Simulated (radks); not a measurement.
Results of a calculation; reference values are marked as such.
Ionisation of the neodymium ion Nd3+, [Xe] 4f3, to Nd4+, [Xe] 4f2, under several functionals. Dirac Kohn-Sham, spin-unpolarised, spherical densities, finite nucleus; open shells fill j = l - 1/2 first; a radial shooting solver on a logarithmic mesh with Libxc functionals.

BP86: E(Nd3+) (hartree) -9629.4010; Exc (hartree) -223.6356; IE (eV) 40.356; -e(HOMO) (eV) 31.038; <r> HOMO (bohr) 0.9683; IE error (eV) -0.244
OLYP: E(Nd3+) (hartree) -9631.5092; Exc (hartree) -225.8708; IE (eV) 40.671; -e(HOMO) (eV) 31.291; <r> HOMO (bohr) 0.9629; IE error (eV) +0.071
LDA (Slater exchange, Perdew-Wang correlation): E(Nd3+) (hartree) -9621.0266; Exc (hartree) -215.1696; IE (eV) 40.596; -e(HOMO) (eV) 31.265; <r> HOMO (bohr) 0.9672; IE error (eV) -0.004
LDA (Slater exchange, Perdew-Zunger correlation): E(Nd3+) (hartree) -9621.0280; Exc (hartree) -215.1710; IE (eV) 40.593; -e(HOMO) (eV) 31.262; <r> HOMO (bohr) 0.9672; IE error (eV) -0.007
revPBE: E(Nd3+) (hartree) -9628.2318; Exc (hartree) -222.4539; IE (eV) 40.178; -e(HOMO) (eV) 30.864; <r> HOMO (bohr) 0.9693; IE error (eV) -0.422
exchange-only B88: E(Nd3+) (hartree) -9625.7172; Exc (hartree) -219.9108; IE (eV) 38.848; -e(HOMO) (eV) 29.579; <r> HOMO (bohr) 0.9728; IE error (eV) -1.752

NIST Atomic Spectra Database: 40.60 eV (semi-empirical). Closest: LDA (Slater exchange, Perdew-Wang correlation). The Delta-SCF values span 1.82 eV, the total energies 10.48 hartree. The highest occupied level is 4f5/2. Spin polarisation and multiplet splitting are left out, so open shells lie too high by an amount that depends on their filling.

Beside tabulated values, note that spin-unpolarised runs miss the spin-polarisation part of the exchange energy of open shells. No tabulated value is given for the 4+ ions of Nd, Pm and Eu to Yb, where it belongs to another shell than the one emptied here.
